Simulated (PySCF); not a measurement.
UHF on Mn²⁺ (manganese, charge +2)

Configuration: [Ar] 3d4 4s1, high-spin 6D determinant (an excited configuration). All numbers are calculated (PySCF 2.14, no relativity, point nucleus, in def2-QZVPPD).

```json
{
  "Total energy": "-1148.827089 hartree",
  "One-electron energy": "-1562.6645 hartree",
  "Hartree (Coulomb) energy": "464.1827 hartree",
  "Exchange energy": "-50.3452 hartree",
  "Kinetic energy": "1148.67913 hartree",
  "⟨S²⟩": "8.7514",
  "⟨L²⟩": "6.016",
  "Sum of ⟨r⟩": "15.95 bohr",
  "Sum of ⟨r²⟩": "20.67 bohr²",
  "Traceless quadrupole moment −½Σ⟨3z² − r²⟩ along its main axis": "-0.293 e·bohr²",
  "Density at the nucleus (Gaussians lack the cusp)": "10500 bohr⁻³",
  "Spin density at the nucleus": "5.63 bohr⁻³",
  "Langevin diamagnetic susceptibility": "-16.4 ×10⁻⁶ cm³/mol"
}
```

| shell | electrons | mean orbital energy (hartree) | spread (hartree) | rms radius, mean of both spins (bohr) |
| --- | --- | --- | --- | --- |
| 1s α | 1 | -241.50421 | 0 | 0.0713 |
| 1s β | 1 | -241.49723 | 0 | 0.0713 |
| 2s α | 1 | -30.16479 | 0 | 0.305 |
| 2s β | 1 | -30.03552 | 0 | 0.305 |
| 2p α | 3 | -25.86257 | 0.00023 | 0.274 |
| 2p β | 3 | -25.73844 | 0.03577 | 0.274 |
| 3s α | 1 | -4.93260 | 0 | 0.913 |
| 3s β | 1 | -4.56331 | 0 | 0.913 |
| 3p α | 3 | -3.60912 | 0.05451 | 0.972 |
| 3p β | 3 | -3.17624 | 0.08160 | 0.972 |
| 3d α | 4 | -1.55359 | 0.07194 | 1.15 |
| 4s α | 1 | -0.91851 | 0 | 2.72 |

Spin-orbit constants ζ (cm⁻¹) from the X2C one-electron operator on these orbitals (non-relativistic here): bare nucleus, nucleus screened by l(l+1)(2l+1)/3 electrons, and screened by the Breit-Pauli mean field of the electrons.

| shell | bare | screened nucleus | mean field |
| --- | --- | --- | --- |
| 2p | 57150 | 52580 | n/a |
| 3p | 6964 | 6407 | n/a |
| 3d | 692.8 | 415.7 | n/a |

To first order the Landé constant is A = 83.13 cm⁻¹, so the lowest level has J = 1/2 and lies 0.0722 eV below the centre of the term. This holds in LS coupling only.
